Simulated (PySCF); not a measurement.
# Polarisability and C₆ of Sb (antimony, neutral)

[Kr] 4d10 5s1 5p3 6s1, high-spin 6S determinant (an excited configuration). Computed with PySCF 2.14 in aug-cc-pVDZ-PP with ECP28MDF, with scalar relativity through the core potential. Coupled (time-dependent) response in atomic units; α is the mean over directions. A double-zeta set is small for polarisabilities.

| method | mean α (bohr³) | C₆ (like pair) | S(−4) |
| --- | --- | --- | --- |
| UHF | 577.4 | 10200 | 387800 |
| PBE | 461.2 | 7720 | 227000 |
| PBE0 | 518.6 | 9058 | 291300 |
| M06 | 330.0 | 4252 | 148800 |
| M06-L | 406.5 | 7123 | 144800 |

S(−4) is the Cauchy moment in α(ω) = α(0) + S(−4) ω² + …

α(iu) at UHF:

```csv
u (hartree),α(iu) (bohr³)
0,577.4
0.0500,224.2
0.100,90.67
0.200,37.33
0.300,23.43
0.500,12.52
0.750,7.007
1.00,4.442
1.50,2.229
2.00,1.333
3.00,0.6299
5.00,0.2380
```

Energies and moments cover only the electrons outside the core potential. The outer electron is Rydberg-like, and this basis confines it to a smaller radius and binds it less than a complete one would.
